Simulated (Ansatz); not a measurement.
Born–Oppenheimer molecular dynamics of CH$_{3}$ClMgS (7 atoms, charge 0, multiplicity 1). It goes on from the last frame of an earlier run, with new velocities.

Level of theory: Ansatz 0.2.0, RKS PBE0/def2-SVP.

| Property | Result |
| --- | --- |
| ensemble | NVT, Langevin thermostat |
| time step | 0.5 fs |
| steps asked | 150 |
| set temperature | 50 K |
| friction | 0.05 /fs |
| seed | 609117 |

First frame:

```xyz
7
Properties=species:S:1:pos:R:3
C 0.049 1.342 -0.276
S 0.695 0.343 1.143
Mg 0.741 -1.905 0.352
Cl 0.802 -4.000 -0.437
H -0.825 0.885 -0.842
H -0.303 2.248 0.187
H 0.798 1.529 -1.030
```

(1) How far do the bonds stretch over the last three quarters of this one trajectory? (Pairs bonded in most of those frames.)

## Answers

(1) 
```json
{"bond": "C1–S2", "mean (Å)": "1.836", "spread (Å)": "0.018", "shortest": "1.81", "longest": "1.86"}
{"bond": "C1–H5", "mean (Å)": "1.102", "spread (Å)": "0.010", "shortest": "1.08", "longest": "1.12"}
{"bond": "C1–H6", "mean (Å)": "1.098", "spread (Å)": "0.009", "shortest": "1.08", "longest": "1.12"}
{"bond": "C1–H7", "mean (Å)": "1.100", "spread (Å)": "0.009", "shortest": "1.08", "longest": "1.12"}
{"bond": "S2–Mg3", "mean (Å)": "2.304", "spread (Å)": "0.030", "shortest": "2.25", "longest": "2.35"}
{"bond": "Mg3–Cl4", "mean (Å)": "2.210", "spread (Å)": "0.020", "shortest": "2.19", "longest": "2.25"}
```

Mean temperature of the second half: 47 K. A run of 0.075 ps of so small a system gives no equilibrium averages.

Run time: 4.7 min on 1 thread of Arm Neoverse V2 (shared host), peak memory 0.15 GiB.
